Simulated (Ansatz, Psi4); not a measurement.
The Psi4 input:
```
memory 2 GB

molecule mol {
0 2
  C    -2.115472   -0.418797    0.074881
  Se   -0.554195    0.772414   -0.092372
  Se    1.138492   -0.643262    0.069978
  H    -2.072655   -0.923079    1.036731
  H    -3.009808    0.192204    0.006492
  H    -2.090800   -1.147513   -0.731129
}

set basis sto-3g
set reference uks
set scf_type pk
set puream true
set d_convergence 1e-8
set dft_radial_points 99
set dft_spherical_points 590

energy('bhhlyp')
print_variables()
```

Problem. Write the same job for Ansatz (a program for electronic structure).

Solution. Several could match; the one computed here: 
Ansatz 0.2 input:
```yaml
crystal:
  periodic: [false, false, false]
  atoms:
    - {symbol: C, position_ang: [-2.11547240, -0.41879670, 0.07488089]}
    - {symbol: Se, position_ang: [-0.55419547, 0.77241374, -0.09237170]}
    - {symbol: Se, position_ang: [1.13849247, -0.64326175, 0.06997820]}
    - {symbol: H, position_ang: [-2.07265492, -0.92307861, 1.03673090]}
    - {symbol: H, position_ang: [-3.00980833, 0.19220440, 0.00649221]}
    - {symbol: H, position_ang: [-2.09080048, -1.14751331, -0.73112931]}
basis:
  gaussian:
    orbitals: STO-3G
hamiltonian:
  xc: {name: BHLYP}
magnetization: {spin_polarized: true, initial_magnetization: 1}
accuracy: high
```

Both were run: Psi4 gave -4789.372938 Eh and Ansatz -4789.372939 Eh, 0.001 mEh apart.
